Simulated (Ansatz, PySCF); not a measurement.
Molecule: sum formula H$_{3}$GeO$_{4}$, charge 0, multiplicity 2. It need not be the lowest isomer of its formula. 
Geometry from a B3LYP-D3(BJ)/def2-TZVP (Ansatz, a quantum-chemistry and plane-wave program) optimisation:
```xyz
8

O      0.4865     1.4281    -1.0068
Ge    -0.0077     0.0150    -0.0174
O     -1.2013     0.3017     1.2450
O     -0.7313    -1.1342    -1.1343
O      1.4889    -0.4821     0.7827
H     -0.8271     0.6994     2.0390
H     -1.5113    -1.5579    -0.7572
H      2.2424    -0.5299     0.1831
```
Charge 0, spin multiplicity 2.

Total electronic energies in hartree. Cores are frozen in the correlated levels unless marked. UHF or UKS for open shells. Spin-orbit coupling is left out. Frozen are the shells of the preceding noble gas and the d and f shells that filled before the atom's block. Non-relativistic. CBS(X,Y): correlation extrapolated as X^-3; Hartree-Fock from the larger set. [CCSD(T)-MP2]/basis is that difference in the basis named.

| level | program | energy (Eh) |
|---|---|---|
| HF/def2-TZVPD | PySCF | -2376.77219 |
| revPBE-D3(BJ)/def2-TZVPD | Ansatz + dftd3 | -2379.62340 |
| revPBE/def2-TZVPD | Ansatz | -2379.61143 |
| r2SCAN/def2-TZVPD | Ansatz | -2379.72441 |
| B3LYP/def2-TZVPD | Ansatz | -2379.91617 |
| LC-wPBE-D3(BJ)/def2-TZVPD | Ansatz + dftd3 | -2379.42936 |
| LC-wPBE-D4/def2-TZVPD | Ansatz + dftd4 | -2379.43105 |
| LC-wPBE/def2-TZVPD | Ansatz | -2379.42461 |
| B2GP-PLYP/def2-TZVPD | Ansatz | -2379.07831 |
| MP2/STO-3G | Ansatz | -2349.03759 |
| MP2/6-31G | Ansatz | -2376.67963 |
| RI-MP2/cc-pVTZ | Ansatz | -2377.82158 |
| SCS-MP2/cc-pVDZ | Ansatz | -2377.37035 |
| CCSD/cc-pVTZ | Ansatz | -2377.83661 |
| RI-MP2/CBS(cc-pVTZ,cc-pVQZ)+[CCSD(T)-MP2]/cc-pVTZ | Ansatz | -2378.0487 |

Totals of different functionals don't rank their quality; only differences between species are comparable.
